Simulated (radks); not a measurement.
Ir+, configuration [Xe] 4f14 5d7 6s1. Calculated with a radial shooting solver on a logarithmic mesh with Libxc functionals: scalar-relativistic Kohn-Sham, exchange-only PBE, spin-polarised, spherical densities, finite nucleus; open shells are filled with parallel spins first (spin-orbit coupling, left out, can overturn this in heavy ions); Fermi nuclear charge, rms radius 5.4032 fm.

Unscreened Slater integrals over Kohn-Sham orbitals (hartree). They are taken over the spin-up orbitals.

integral      value
F0(6s,6s)   0.33355
F0(6s,5d)   0.39064
G2(6s,5d)   0.10295
F0(6s,5p)   0.41548
G1(6s,5p)  0.030807
F0(6s,4f)   0.43893
G3(6s,4f)  0.011935
F0(5d,5d)   0.54066
F2(5d,5d)   0.27599
F4(5d,5d)   0.18090
F0(5d,5p)   0.63084
F2(5d,5p)   0.30284
G1(5d,5p)   0.35820
G3(5d,5p)   0.22050
F0(5d,4f)   0.70899
F2(5d,4f)   0.15730
F4(5d,4f)  0.072264
G1(5d,4f)  0.052882
G3(5d,4f)  0.048536
G5(5d,4f)  0.038483
F0(5p,5p)   0.79133
F2(5p,5p)   0.42610
F0(5p,4f)   0.97443
F2(5p,4f)   0.30395
G2(5p,4f)   0.12146
G4(5p,4f)   0.10101
F0(4f,4f)    1.7107
F2(4f,4f)   0.84116
F4(4f,4f)   0.53376
F6(4f,4f)   0.38577

Derived for the open shells (J is the average intra-shell exchange parameter used in DFT+U). 5d: Racah B = F2/49 - 5 F4/441 = 0.003581 hartree, C = 35 F4/441 = 0.01436 hartree, C/B = 4.01, F4/F2 = 0.655, J = (F2 + F4)/14 = 0.03263 hartree.
